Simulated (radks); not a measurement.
Nb, 41 electrons, occupied as [Kr] 4d5 (not the ground configuration). Calculated with a radial shooting solver on a logarithmic mesh with Libxc functionals: scalar-relativistic Kohn-Sham, LDA (Slater exchange, Perdew-Wang correlation), spin-polarised, spherical densities, point nucleus; open shells are filled with parallel spins first.

Normalised radial functions P(r) = r R(r), r in bohr:

```
   r/bohr * 3d up, o 3d down, + 4p up (the largest magnitude, 1.53, reaches the edge; | marks zero, & curves that meet)
 0.001542                             &
 0.001739                             &
  0.00196                             &
 0.002193                             &
 0.002472                             &
 0.002787                             &
 0.003118                             &
 0.003515                             &
 0.003963                             &
 0.004469                             &
 0.004998                             &
 0.005635                             &
 0.006354                             &
 0.007107                             &
 0.008013                             &
 0.009035                             &
  0.01011                             &
  0.01139                             &+
  0.01285                             &+
  0.01437                             &+
   0.0162                             &+
  0.01827                             &+
  0.02043                             & +
  0.02304                             & +
  0.02597                             & +
  0.02905                             & +
  0.03276                             |& +
  0.03693                             |& +
  0.04164                             |&  +
  0.04658                             |&  +
  0.05251                             | &  +
  0.05921                             |  & +
  0.06623                             |  &  +
  0.07467                             |   & +
  0.08419                             |     &
  0.09417                             |     +&
   0.1062                             |    +   &
   0.1197                             |   +      &
   0.1339                             |  +         &
    0.151                             |+             &
   0.1702                            +|                 &
   0.1904                           + |                   &
   0.2147                        +    |                     &
    0.242                      +      |                       &
   0.2707                     +       |                         &
   0.3052                    +        |                          &
   0.3442                    +        |                          &
   0.3849                     +       |                         &
    0.434                       +     |                        &
   0.4894                          +  |                      &
   0.5517                             +                   &
   0.6171                             |   +            &
   0.6958                             |       +     &
   0.7845                             |          &+
   0.8775                             |       &      +
   0.9894                             |     &          +
    1.116                             |   &            +
    1.248                             | &              +
    1.407                             |&              +
    1.586                             |&           +
    1.774                             &          +
        2                             &        +
    2.255                             &     +
    2.523                             &   +
    2.844                             &  +
    3.207                             & +
    3.587                             &+
    4.044                             &
     4.56                             &
    5.141                             &
    5.751                             &
    6.484                             &
    7.311                             &
    8.177                             &
     9.22                             &
    10.39                             &
    11.63                             &
    13.11                             &
```

3d up: eigenvalue -194.11 eV, 0 radial nodes, <r> = 0.433 bohr, 90 % of the charge inside 0.696 bohr. 3d down: eigenvalue -193.75 eV, 0 radial nodes, <r> = 0.433 bohr, 90 % of the charge inside 0.695 bohr. 4p up: eigenvalue -33.235 eV, 2 radial nodes at r = 0.165, 0.544 bohr, <r> = 1.31 bohr, 90 % of the charge inside 1.96 bohr.
